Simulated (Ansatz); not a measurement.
Results of the Gaussian-basis code of Ansatz.

A structure relaxed at PBE0-D4/def2-TZVP, charge 0, multiplicity 1:

```xyz
9

N    -1.7471    1.7961    0.6910
C    -0.9555    0.8830    0.4079
F    -1.1884   -0.3430    0.9097
S     0.4950    0.9187   -0.5889
Si    1.0596   -1.1540   -0.4023
F     2.3849   -1.2392   -1.2852
H    -1.4903    2.6813    0.2680
H     1.3994   -1.4977    0.9918
H     0.0422   -2.0453   -0.9920
```

(1) Give its formula and SMILES.

(2) Point group (tolerance 0.08 Å, 0.16 Å for H)?

(3) Summarise the bond lengths by kind.

## Answers

(1) CH3F2NSSi, `N=C(F)S[SiH2]F`.

(2) Cs.

(3) 1 × C–N 1.241 Å; 1 × H–N 1.014 Å; 1 × C–F 1.345 Å; 1 × C–S 1.760 Å; 1 × S–Si 2.156 Å; 1 × F–Si 1.595 Å; 2 × H–Si 1.475 Å.
